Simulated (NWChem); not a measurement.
All runs are NWChem calculations. System: benzothiadiazole (C$_{6}$H$_{4}$N$_{2}$S), charge 0, spin multiplicity 1, at a geometry optimised with PBE0/def2-SVP. Level: MP2/def2-SVP, 13 core orbitals frozen.

Input file:

```
start mol
memory heap 200 mb stack 900 mb global 1100 mb
geometry units angstroms nocenter noautoz
  C     -0.714953     0.000000     2.405422
  C      0.714953     0.000000     2.405422
  C      1.437995     0.000000     1.241687
  C      0.724234     0.000000     0.010739
  N      1.249138     0.000000    -1.215602
  S      0.000000     0.000000    -2.254460
  N     -1.249138     0.000000    -1.215602
  C     -0.724234     0.000000     0.010739
  C     -1.437995     0.000000     1.241687
  H     -1.238048     0.000000     3.364820
  H      1.238048     0.000000     3.364820
  H      2.528928     0.000000     1.232991
  H     -2.528928     0.000000     1.232991
  symmetry group C2v
end
basis spherical
  * library def2-svp
end
scf
  rhf
  nopen 0
  maxiter 100
  thresh 1e-7
  semidirect memsize 60000000 filesize 0
end
mp2
  freeze core 13
end
task mp2 energy
```

Output (cleaned and shortened):

```
             Northwest Computational Chemistry Package (NWChem) 7.3.0
             --------------------------------------------------------

                                NWChem Input Module
                                -------------------

 Scaling coordinates for geometry "geometry" by  1.889725989
 (inverse scale =  0.529177249)

 Turning off AUTOSYM since
 SYMMETRY directive was detected!

                             Geometry "geometry" -> ""
                             -------------------------

 Output coordinates in angstroms (scale by  1.889725989 to convert to a.u.)

  No.       Tag          Charge          X              Y              Z
 ---- ---------------- ---------- -------------- -------------- --------------
    1 C                    6.0000    -0.71495300     0.00000000     2.40542200
    2 C                    6.0000     0.71495300     0.00000000     2.40542200
    3 C                    6.0000     1.43799500     0.00000000     1.24168700
    4 C                    6.0000     0.72423400     0.00000000     0.01073900
    5 N                    7.0000     1.24913800     0.00000000    -1.21560200
    6 S                   16.0000     0.00000000     0.00000000    -2.25446000
    7 N                    7.0000    -1.24913800     0.00000000    -1.21560200
    8 C                    6.0000    -0.72423400     0.00000000     0.01073900
    9 C                    6.0000    -1.43799500     0.00000000     1.24168700
   10 H                    1.0000    -1.23804800     0.00000000     3.36482000
   11 H                    1.0000     1.23804800     0.00000000     3.36482000
   12 H                    1.0000     2.52892800     0.00000000     1.23299100
   13 H                    1.0000    -2.52892800     0.00000000     1.23299100

 Effective nuclear repulsion energy (a.u.)     477.4790130023

            Nuclear Dipole moment (a.u.)
            ----------------------------
        X                 Y               Z
 ---------------- ---------------- ----------------
    -0.0000000000     0.0000000000     0.0000188973

      Symmetry information
      --------------------
[...]
     1   1 0 0     -0.000000      0.000000     -0.000000
     1   0 1 0     -0.000000      0.000000      0.000000
     1   0 0 1      0.859298      0.000000      0.000019

     2   2 0 0    -44.499559      0.000000    267.627513
     2   1 1 0     -0.000000      0.000000      0.000000
     2   1 0 1     -0.000000      0.000000      0.000000
     2   0 2 0    -45.727524      0.000000      0.000000
     2   0 1 1     -0.000000      0.000000      0.000000
     2   0 0 2    -38.345686      0.000000    770.025446

                   NWChem MP2 Semi-direct Energy/Gradient Module
                   ---------------------------------------------

  Basis functions       =    150
  Molecular orbitals    =    150
  Frozen core           =     13
  Frozen virtuals       =      0
  Active alpha occupied =     22
  Active beta occupied  =     22
  Active alpha virtual  =    115
  Active beta virtual   =    115
  Use MO symmetry       = T
  Use skeleton AO sym   = T

  AO/Fock/Back tols     =   1.0D-09  1.0D-09  1.0D-09

 GA uses MA = F    GA memory limited = T

 Available:
  local mem=  1.26D+08
 global mem=  1.44D+08
 local disk=  0.00D+00
  mp2_memr nvloc                   115
  nvloc new                   115
   1 passes of  22:        3145728                     110415                  90686388.
   1 passes of  22: M    126085088           G      144134200           F     122939360.

 Semi-direct pass number   1 of   1  for RHF alpha+beta  at        4.0s
  vrange nnbf                 10538
  mp2_eaftype                   345  avail_ma_in_mb                  1099
 EAF : mp2_eaftype filesize         345   45343194.
  mp2_eaf for mointskh                    345
Node 0 wrote    213.3 Mb in      0.3 s     Agg I/O rate:   817.5 Mb/s
 Done moints_semi at       12.5s
  mp2_eaftype                   345  avail_ma_in_mb                   754
 EAF : mp2_eaftype filesize         345   45343194.
  mp2_eaf for kh                   345
 Done maket at       13.0s
 Done multipass loop at       13.0s

          -------------------------------------------
          SCF energy                -735.537540902064
          Correlation energy          -1.235071395947
          Singlet pairs               -0.725706401999
          Triplet pairs               -0.509364993947
          Total MP2 energy          -736.772612298010
          -------------------------------------------

          ---------------------------------------------------
                    Spin Component Scaled (SCS) MP2
          Same spin pairs                     -0.339576662632
          Same spin scaling factor             0.333333333333
          Opposite spin pairs                 -0.895494733315
          Opposite spin scaling fact.          1.200000000000
          SCS-MP2 correlation energy          -1.187785900855
          Total SCS-MP2 energy              -736.725326802919
          ---------------------------------------------------

 -----------------------
 Performance information
 -----------------------

 Timer overhead =  9.61D-08 seconds/call

               Nr. of calls         CPU time (s)                 Wall time (s)                GFlops
             ---------------    -------------------     ------------------------------   -------------------
Name         Min   Avg   Max    Min     Avg     Max     Min     Avg     Max   Mx/calls   Min     Max     Sum
mp2: moin     1     1     1    8.5     8.5     8.5      8.5     8.5     8.5     8.5      0.0     0.0     0.0
mp2: make     1     1     1   0.58    0.58    0.58     0.58    0.58    0.58    0.58      0.0     0.0     0.0
mp2: tota     1     1     1    9.1     9.1     9.1      9.1     9.1     9.1     9.1      0.0     0.0     0.0

 The average no. of pstat calls per process was 3.00D+00
 with a timing overhead of 2.88D-07s

 Task  times  cpu:       13.0s     wall:       13.0s

 Total times  cpu:       13.1s     wall:       13.1s
```
